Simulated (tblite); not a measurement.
Isomers of C7H9FO. Computed with GFN2-xTB (tblite): harmonic, unscaled wavenumbers at the GFN2-xTB geometry, gas phase. The method is semi-empirical: single wavenumbers can be off by several per cent or more. One conformer each.

Electronic energies: GFN2-xTB at the same geometries; isomer energies are rough at this level and their order can be wrong.

```
                       SMILES  electronic energy, lowest = 0 (kJ/mol)
   C=C1C(=C)[C@H](F)[C@@H]1OC                                   259.5
            C#CC(=O)C(C)(C)CF                                   250.1
O=C1C[C@@H]2C[C@H](F)[C@H]1C2                                     0.0
      CC1=C[C@@]12COC[C@@H]2F                                   249.7
           C=C/C=C(\CC)C(=O)F                                   158.0
            C=CC(=O)C1(CF)CC1                                   214.7
    C=C[C@@]1(C)C[C@H]1C(=O)F                                   151.2
            C=CC1(C(=O)F)CCC1                                   146.4
```

How do GFN2-xTB zero-point energies change the relative energies?

```json
{"SMILES": "O=C1C[C@@H]2C[C@H](F)[C@H]1C2", "ZPE (kJ/mol)": "385.7", "of it from modes above 1550 cm⁻¹": "172.4", "electronic (kJ/mol)": "0.0", "with ZPE, lowest = 0 (kJ/mol)": "0.0", "lowest mode (cm⁻¹)": "95", "rings": "2"}
{"SMILES": "C=CC1(C(=O)F)CCC1", "ZPE (kJ/mol)": "374.5", "of it from modes above 1550 cm⁻¹": "185.4", "electronic (kJ/mol)": "146.4", "with ZPE, lowest = 0 (kJ/mol)": "135.2", "lowest mode (cm⁻¹)": "44", "rings": "1"}
{"SMILES": "C=C[C@@]1(C)C[C@H]1C(=O)F", "ZPE (kJ/mol)": "372.0", "of it from modes above 1550 cm⁻¹": "187.0", "electronic (kJ/mol)": "151.2", "with ZPE, lowest = 0 (kJ/mol)": "137.4", "lowest mode (cm⁻¹)": "54", "rings": "1"}
{"SMILES": "C=C/C=C(\\CC)C(=O)F", "ZPE (kJ/mol)": "370.2", "of it from modes above 1550 cm⁻¹": "194.9", "electronic (kJ/mol)": "158.0", "with ZPE, lowest = 0 (kJ/mol)": "142.5", "lowest mode (cm⁻¹)": "48", "rings": "0"}
{"SMILES": "C=CC(=O)C1(CF)CC1", "ZPE (kJ/mol)": "371.2", "of it from modes above 1550 cm⁻¹": "185.3", "electronic (kJ/mol)": "214.7", "with ZPE, lowest = 0 (kJ/mol)": "200.1", "lowest mode (cm⁻¹)": "37", "rings": "1"}
{"SMILES": "CC1=C[C@@]12COC[C@@H]2F", "ZPE (kJ/mol)": "372.2", "of it from modes above 1550 cm⁻¹": "172.4", "electronic (kJ/mol)": "249.7", "with ZPE, lowest = 0 (kJ/mol)": "236.1", "lowest mode (cm⁻¹)": "44", "rings": "2"}
{"SMILES": "C#CC(=O)C(C)(C)CF", "ZPE (kJ/mol)": "367.2", "of it from modes above 1550 cm⁻¹": "188.4", "electronic (kJ/mol)": "250.1", "with ZPE, lowest = 0 (kJ/mol)": "231.5", "lowest mode (cm⁻¹)": "38", "rings": "0"}
{"SMILES": "C=C1C(=C)[C@H](F)[C@@H]1OC", "ZPE (kJ/mol)": "367.7", "of it from modes above 1550 cm⁻¹": "182.8", "electronic (kJ/mol)": "259.5", "with ZPE, lowest = 0 (kJ/mol)": "241.5", "lowest mode (cm⁻¹)": "39", "rings": "1"}
```

The zero-point energies span 18.5 kJ/mol, from `C#CC(=O)C(C)(C)CF` to `O=C1C[C@@H]2C[C@H](F)[C@H]1C2`. The lowest isomer stays, but the order above it changes.

What do entropy and thermal enthalpy add at 298.15 K and 1 bar (rigid rotor, harmonic oscillator, one conformer each)?

| SMILES | point group | symmetry number | S (J/(mol K)) | H − H(0) (kJ/mol) | ZPE + H − H(0) − TS (kJ/mol) |
| --- | --- | --- | --- | --- | --- |
| O=C1C[C@@H]2C[C@H](F)[C@H]1C2 | C1 | 1 | 349.9 | 21.08 | 302.5 |
| C=CC1(C(=O)F)CCC1 | C1 | 1 | 399.8 | 26.71 | 282.0 |
| C=C[C@@]1(C)C[C@H]1C(=O)F | C1 | 1 | 397.2 | 27.21 | 280.8 |
| C=C/C=C(\CC)C(=O)F | C1 | 1 | 417.0 | 28.99 | 274.9 |
| C=CC(=O)C1(CF)CC1 | C1 | 1 | 403.2 | 27.29 | 278.2 |
| CC1=C[C@@]12COC[C@@H]2F | C1 | 1 | 393.0 | 26.20 | 281.2 |
| C#CC(=O)C(C)(C)CF | Cs | 1 | 420.4 | 30.45 | 272.3 |
| C=C1C(=C)[C@H](F)[C@@H]1OC | C1 | 1 | 399.3 | 27.41 | 276.1 |
